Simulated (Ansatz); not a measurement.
`[CH3][Sn-]1[O]C(C(F)(F)F)=CC(C(F)(F)F)=[O+]1` + H₂O → `[OH][Sn-]1[O]C(C(F)(F)F)=CC(C(F)(F)F)=[O+]1` + CH₄  (formal hydrolysis of the Sn–C bond)

Gas-phase electronic energies from Ansatz, PBE0-D4/def2-TZVP geometries. CCSD(T)/CBS is the MP2 limit (def2-TZVPP, def2-QZVPP) plus CCSD(T) − MP2 in def2-TZVPP, frozen cores. This one scheme is used for every species. DFT in def2-TZVPP. B3LYP here is the variant with VWN-RPA as its local correlation; programs differ in this. HSE06 is defined as in plane-wave codes. Elements past krypton have def2 core potentials. For Sn outer-core shells are correlated without core-valence functions, which leaves a few kJ/mol of doubt a bond. Each species was taken in one conformer, which may not be the lowest.

| level | ΔE (kJ/mol) | difference from CCSD(T)/CBS |
| --- | --- | --- |
| LDA (SPW92) | -95.4 | -1.5 |
| PBE-D4 | -96.9 | -3.0 |
| r2SCAN-D4 | -103.7 | -9.8 |
| B97M-V | -108.0 | -14.1 |
| HSE06-D4 | -91.6 | 2.3 |
| B2PLYP | -103.2 | -9.3 |
| PBE-QIDH | -92.3 | 1.6 |
| r2SCAN | -104.6 | -10.7 |
| PBE0 | -94.3 | -0.4 |
| B3LYP | -105.9 | -12.0 |
| BHLYP | -103.7 | -9.8 |
| LC-ωPBE | -97.5 | -3.6 |
| RPA@PBE/def2-TZVPP | -90.5 | 3.4 |
| CCSD(T)/def2-SVP | -94.9 | -1.0 |
| HF/def2-TZVPP | -102.9 | -9.0 |
| HF/CBS(def2) | -104.5 | -10.6 |
| CCSD(T)/CBS | -93.9 | 0 |

Largest T1 diagnostic among the species: 0.016.

The D4 term adds +3.9 kJ/mol with B3LYP and +2.4 kJ/mol with PBE0; it sums over pairs of atoms, weighted by their polarisabilities, and B3LYP, whose exchange is more repulsive, gets the larger term. From r2SCAN to r2SCAN0 (25 % exact exchange), in def2-TZVPP and without D4, ΔE moves by +6.2 kJ/mol. In def2-TZVPP, CCSD(T) changes the Hartree–Fock value by +11.8 kJ/mol (the triples alone add −0.0 kJ/mol) and MP2 by +11.1 kJ/mol.
